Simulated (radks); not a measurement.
Values are calculated unless marked as measured or tabulated.
Question: All-electron atom: Ta3+ in [Xe] 4f14 5d1 6p1 (not the ground configuration). Level of theory: Dirac Kohn-Sham, BLYP, spin-unpolarised, spherical densities, finite nucleus; open shells fill j = l - 1/2 first; Fermi nuclear charge, rms radius 5.3507 fm (a radial shooting solver on a logarithmic mesh with Libxc functionals). Some entries of the table are withheld. Estimate them.

| orbital | occ. | eigenvalue (Ry) | <r^2> (bohr^2) | <1/r> (bohr^-1) |
|---|---|---|---|---|
| 1s1/2 | 2 | -4945.987 | 0.0004788 | 85.40 |
| 2s1/2 | 2 | -851.2457 | 0.007317 | 20.74 |
| 2p1/2 | 2 | -813.8389 | 0.005232 | 20.72 |
| 2p3/2 | 4 | -720.4562 | 0.006435 | 17.50 |
| 3s1/2 | 2 | -196.8102 | (1) | 7.612 |
| 3p1/2 | 2 | -180.1436 | 0.04397 | 7.529 |
| 3p3/2 | 4 | -160.0410 | 0.05060 | 6.699 |
| 3d3/2 | 4 | -131.8274 | 0.03932 | 6.592 |
| 3d5/2 | 6 | -127.4479 | 0.04114 | 6.394 |
| 4s1/2 | 2 | -41.99928 | 0.2378 | 3.195 |
| 4p1/2 | 2 | -35.12283 | 0.2458 | 3.085 |
| 4p3/2 | 4 | -30.49177 | 0.2819 | 2.796 |
| 4d3/2 | 4 | -19.17724 | 0.3097 | 2.578 |
| 4d5/2 | 6 | -18.32665 | 0.3234 | 2.508 |
| 5s1/2 | 2 | -7.70839 | 1.342 | 1.231 |
| 5p1/2 | 2 | -5.69159 | (2) | 1.105 |
| 5p3/2 | 4 | -5.02313 | (3) | 1.008 |
| 4f5/2 | 6 | -4.26460 | 0.5029 | 2.023 |
| 4f7/2 | 8 | -4.11840 | 0.5205 | 1.992 |
| 5d3/2 | 1 | -2.40136 | 3.612 | 0.7254 |
| 5d5/2 | 0 | -2.33661 | 3.788 | 0.7062 |
| 6p1/2 | 1 | -1.67950 | (4) | 0.4222 |
| 6p3/2 | 0 | -1.57294 | (5) | 0.3971 |

Answer: 
(1) 3s1/2 <r^2> (bohr^2): 0.04787
(2) 5p1/2 <r^2> (bohr^2): 1.633
(3) 5p3/2 <r^2> (bohr^2): 1.906
(4) 6p1/2 <r^2> (bohr^2): 10.24
(5) 6p3/2 <r^2> (bohr^2): 11.50
